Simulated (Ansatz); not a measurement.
CH$_{9}$NSi$_{2}$ (`[SiH3]CN[SiH3]`), one more setting.

```yaml
crystal:
  periodic: [false, false, false]
  atoms:
    - {symbol: Si, position_ang: [-0.358243, 2.039870, -0.132200]}
    - {symbol: C, position_ang: [-0.398404, 0.366664, 0.488959]}
    - {symbol: N, position_ang: [0.677785, -0.356257, 0.123842]}
    - {symbol: Si, position_ang: [0.509836, -2.145973, -0.119063]}
    - {symbol: H, position_ang: [-0.462263, 2.120086, -1.670693]}
    - {symbol: H, position_ang: [-1.503789, 2.882590, 0.170788]}
    - {symbol: H, position_ang: [0.963747, 2.642804, 0.160827]}
    - {symbol: H, position_ang: [-0.705623, 0.419730, 1.490219]}
    - {symbol: H, position_ang: [-1.379717, -0.057743, 0.075495]}
    - {symbol: H, position_ang: [1.426753, 0.064484, 0.261342]}
    - {symbol: H, position_ang: [1.880856, -2.538549, -0.518339]}
    - {symbol: H, position_ang: [-0.533724, -2.517729, -0.837006]}
    - {symbol: H, position_ang: [0.332736, -2.923323, 1.149364]}
basis:
  gaussian: {orbitals: aug-cc-pVDZ}
hamiltonian: {xc: {name: B97}}
output: {forces: true}
```

```sh
$ ansatz run in.yaml --threads 4 --pin off --events-out ev --progress --plain --max-ram 10444MiB
```

Output, abridged:

```
Functional definition: B97
1777 factors; integrals over basis functions are off by at most 6.1e-4 eV
mean field evaluation 1: about -18413.2838 eV, gradient 7.0e1 eV
mean field evaluation 2: about -18380.2323 eV, gradient 1.3e2 eV
mean field evaluation 4: about -18424.0040 eV, gradient 7.6e0 eV
mean field evaluation 8: about -18424.1393 eV, gradient 2.1e-1 eV
mean field evaluation 16: about -18424.1394 eV, gradient 2.9e-5 eV
mean field -18424.13943794 eV, -677.0746360142 hartree, gradient 2.9e-5 eV, S^2 0.000000; 0 other end points of the search recorded, 0 dependent functions left out
reference -18424.13950826 eV, -677.0746385982 hartree; 25, 25 occupied and 156, 156 virtual orbitals, 1777 factors
Total energy: -18424.13950826 eV, -677.0746385982 hartree
Atom 0 at    -0.358243     2.039870    -0.132200 Å, force     0.238661     2.239373    -2.784718 eV/Å
Atom 1 at    -0.398404     0.366664     0.488959 Å, force    -5.096980     0.177303    -0.563914 eV/Å
Atom 2 at     0.677785    -0.356257     0.123842 Å, force    -6.219277    -8.291338    -2.644369 eV/Å
Atom 3 at     0.509836    -2.145973    -0.119063 Å, force     4.419365     1.970345     3.389620 eV/Å
Atom 4 at    -0.462263     2.120086    -1.670693 Å, force     0.244098    -0.343882     0.527802 eV/Å
Atom 5 at    -1.503789     2.882590     0.170788 Å, force    -0.559478     0.493308     0.817662 eV/Å
Atom 6 at     0.963747     2.642804     0.160827 Å, force     0.216701     0.284011     0.329123 eV/Å
Atom 7 at    -0.705623     0.419730     1.490219 Å, force    -0.041450    -0.163865     2.696803 eV/Å
Atom 8 at    -1.379717    -0.057743     0.075495 Å, force     0.848111     0.260416    -0.070643 eV/Å
Atom 9 at     1.426753     0.064484     0.261342 Å, force     9.407182     4.274612     1.398255 eV/Å
Atom 10 at     1.880856    -2.538549    -0.518339 Å, force     0.091093    -0.207873    -0.548621 eV/Å
Atom 11 at    -0.533724    -2.517729    -0.837006 Å, force    -3.397362    -0.800685    -2.866182 eV/Å
Atom 12 at     0.332736    -2.923323     1.149364 Å, force    -0.150664     0.108275     0.319182 eV/Å
Dipole moment:    -0.044976    -0.132993     0.120574 e Å
```

It took 4.9 s on 4 threads of an Intel Xeon Platinum 8488C on a shared host, with 0.64 GiB of host memory at the peak.
